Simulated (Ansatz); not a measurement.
A made-up structure of SiH3TeO (charge -1), closed shell:

```xyz
6
angstrom
O -2.4059 0.1573 0.3708
Si 1.4395 -0.6548 1.0939
Te -0.5745 -0.0817 -0.4955
H -0.3070 -1.4026 -1.5152
H 0.0928 1.2350 -1.3185
H 1.4175 0.5964 1.7652
```

It is relaxed with PBE-D4/def2-SVPD and then PBE0-D4/def2-TZVPD (Ansatz 0.2.0). Atoms count as bonded within 1.22 times the sum of their covalent radii (H–H: 0.88 Å). The end point is not checked to be a true minimum.

Q: Does its bonding change? (Judge from chemistry; the calculation decides.)

A: By the calculation: No: no bond forms or breaks.

Where it ends: The first stage lowers the energy by 1.02 eV in 8 steps. It ends as SiH₃TeO ([O][TeH2][SiH]), total charge -1:
O1  (-2.090, 0.293, 0.185)
Si2  (1.584, -0.728, 1.078)
Te3  (-0.356, -0.087, -0.267)
H4  (-0.367, -1.273, -1.484)
H5  (-0.364, 1.130, -1.533)
H6  (1.254, 0.514, 1.923)
(Å)

Labels in which every atom is bracketed show which atoms are joined, not bond orders.

For scale, one of the runs: PBE0-D4/def2-TZVPD relaxation, 169 basis functions, launched by `ansatz run in.yaml --threads 2 --pin off --events-out ev --progress --plain --max-ram 4352MiB`. Hardware: 2 CPU threads of an Arm Neoverse V1, shared host. Wall time about 53 s.
